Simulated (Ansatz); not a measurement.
CH$_{7}$NSi$_{2}$ (`C1[SiH2]N[SiH2]1`), relaxed with RKS PBE-D4/def2-SVP in Ansatz 0.2.0 from a rough embedded geometry. The force threshold is 0.03 eV/Å; the program also tests the step.

Charge 0, multiplicity 1.

Start:

```xyz
11

C     0.562    0.851   -0.534
Si   -0.006   -0.886   -0.919
N    -0.294   -1.023    0.737
Si   -0.538    0.597    1.046
H     0.164    1.657   -1.261
H     1.581    1.023   -0.391
H     1.084   -1.812   -1.279
H    -1.298   -1.028   -1.636
H     0.545   -1.361    1.189
H     0.145    1.009    2.229
H    -1.944    0.972    0.819
```

(1) By how much does the energy fall, and how many steps does the optimiser take? (Best estimate.)

(2) Which bonds change most? (Estimate.)

(3) Give the relaxed structure. (Best estimate.)

Answers

(1) Computed: 37.10 kcal/mol, in 8 steps.

(2) The calculation gave: N3–Si4 from 1.668 to 1.764 Å; Si4–H10 from 1.426 to 1.509 Å; Si2–N3 from 1.687 to 1.764 Å.

(3) The calculation gave: 
```xyz
11

C     0.352    0.952   -0.662
Si    0.213   -0.933   -0.912
N    -0.366   -1.066    0.749
Si   -0.321    0.662    1.098
H    -0.295    1.568   -1.317
H     1.388    1.343   -0.703
H     1.514   -1.645   -1.194
H    -0.775   -1.366   -1.969
H    -0.651   -1.869    1.311
H     0.607    1.063    2.219
H    -1.665    1.292    1.380
```
